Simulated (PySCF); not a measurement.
## SMILES C=C(C)/C(C)=C\C=O, C₇H₁₀O

Geometry (Å), atoms numbered from 1 in this order:
```xyz
18

C    -1.184    0.536   -1.108
C    -0.705   -0.041    0.004
C    -1.579   -0.847    0.924
C     0.709    0.148    0.407
C     0.950    0.596    1.818
C     1.748   -0.067   -0.433
C     1.667   -0.660   -1.772
O     2.619   -0.744   -2.515
H    -0.554    1.165   -1.741
H    -2.231    0.414   -1.399
H    -1.132   -1.832    1.134
H    -2.574   -1.003    0.485
H    -1.713   -0.341    1.894
H     0.675   -0.199    2.531
H     2.007    0.847    1.983
H     0.332    1.474    2.066
H     2.769    0.150   -0.099
H     0.671   -1.071   -2.065
```

The calculation used PySCF 2.14.0, quadratic response CAM-B3LYP/aug-cc-pVDZ first hyperpolarisability, Taylor convention, gas phase. Geometry: PBE0-D3(BJ)/def2-SVP.

Problem. Give the tensor of the second harmonic β(−2ω;ω,ω) at 1064 nm in the axes of these coordinates.

Solution. In au, Taylor convention; rows are the first index (the induced dipole):
|  | xx | yy | zz | xy | xz | yz |
| --- | --- | --- | --- | --- | --- | --- |
| x | -56.8 | +20.5 | -51.4 | +3.1 | +19.6 | -25.7 |
| y | +5.2 | -24.1 | +59.6 | +20.5 | -22.1 | +2.4 |
| z | +18.9 | +3.5 | +120.7 | -22.8 | -44.2 | +60.3 |

Norm of βᵢ = ⅓ Σⱼ (βᵢⱼⱼ + βⱼᵢⱼ + βⱼⱼᵢ): 169.8 au, hyper-Rayleigh value 78.6 au.
